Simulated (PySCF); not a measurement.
**How exact exchange moves a shielding**

Molecule: `C#CC[C@@H]([SiH3])Cl`, C4H7ClSi.

Geometry:
```
atom   x (Å)   y (Å)   z (Å)
  C1   2.094   0.155  -0.938
  C2   1.103  -0.539  -0.977
  C3  -0.101  -1.359  -0.987
  C4  -0.920  -1.196   0.295
 Si5  -1.668   0.534   0.588
 Cl6  -2.303  -2.353   0.251
  H7   2.979   0.765  -0.913
  H8  -0.726  -1.101  -1.859
  H9   0.172  -2.421  -1.106
 H10  -0.309  -1.487   1.163
 H11  -2.467   0.487   1.846
 H12  -0.589   1.558   0.715
 H13  -2.548   0.864  -0.571
```

GIAO shieldings (ppm, equivalent atoms averaged) in PySCF on the PBE0-D3(BJ)/def2-SVP geometry, basis pcSseg-1, gas phase, non-relativistic:

| functional | exact exchange (%) | σ(C3) | σ(Si5) | σ(Cl6) |
| --- | --- | --- | --- | --- |
| BLYP | 0 | 143.9 | 386.0 | 751.0 |
| BP86 | 0 | 149.0 | 394.4 | 763.1 |
| PBE | 0 | 149.3 | 396.0 | 762.0 |
| B3LYP | 20 | 149.8 | 396.9 | 785.7 |
| PBE0 | 25 | 156.0 | 409.3 | 804.0 |
| mPW1PW91 | 25 | 155.3 | 407.3 | 803.7 |
| HF | 100 | 168.1 | 444.1 | 898.1 |

(1) Fit each shielding as a line in the percentage of exact exchange.

(2) What does the line predict for BHandHLYP (50 %), and what does the run give?

Answers

(1) σ(C3) = 148.0 + 0.21 x (rms 2.3 ppm); σ(Si5) = 392.1 + 0.52 x (rms 4.0 ppm); σ(Cl6) = 761.5 + 1.40 x (rms 5.9 ppm). The functionals also differ in their semilocal parts, which the line can't hold; Hartree–Fock has no correlation at all.

(2) σ(C3): 158.5 predicted, 157.2 computed; σ(Si5): 418.1 predicted, 413.6 computed; σ(Cl6): 831.5 predicted, 831.0 computed ppm.
